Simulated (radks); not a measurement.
Radial electron density D(r) = 4 pi r^2 rho(r) of an atom or ion with 21 electrons. Method: Dirac Kohn-Sham, LDA (Slater exchange, Perdew-Wang correlation), spin-unpolarised, spherical densities, point nucleus; computed with a radial shooting solver on a logarithmic mesh with Libxc functionals.

```
   r/bohr * D(r) (the largest magnitude, 29.1, reaches the edge; | marks zero)
 0.003258 | *
 0.004242 |  *
 0.005568 |    *
  0.00725 |       *
 0.009517 |           *
  0.01239 |                *
  0.01614 |                        *
  0.02118 |                                 *
  0.02758 |                                          *
   0.0362 |                                                *
  0.04714 |                                                   *
  0.06138 |                                                *
  0.08056 |                                          *
   0.1049 |                                      *
   0.1377 |                                           *
   0.1793 |                                                    *
   0.2335 |                                                      *
   0.3064 |                                          *
    0.399 |                         *
   0.5238 |                *
    0.682 |                   *
   0.8881 |                   *
    1.166 |             *
    1.518 |      *
    1.992 |  *
    2.594 |*
    3.378 |*
    4.434 *
    5.773 *
    7.578 *
```

What is the nuclear charge?

Answer. Z = 23. The innermost maximum, from 1s, lies near gamma/Z bohr with gamma = sqrt(1 - (Z/c)^2) = 0.986, here 0.0429 bohr (found: 0.0464), and its height grows with Z. The density is that of the vanadium ion V2+ in [Ne] 3s1 3p6 3d3 4s1; the configuration itself is not fixed sharply by these data, and Z only to about a unit. D(r) has 3 maxima, at r = 0.0464, 0.214, 0.807 bohr, and minima at 0.103, 0.541 bohr, inside which lie 2.13, 10.59 electrons.
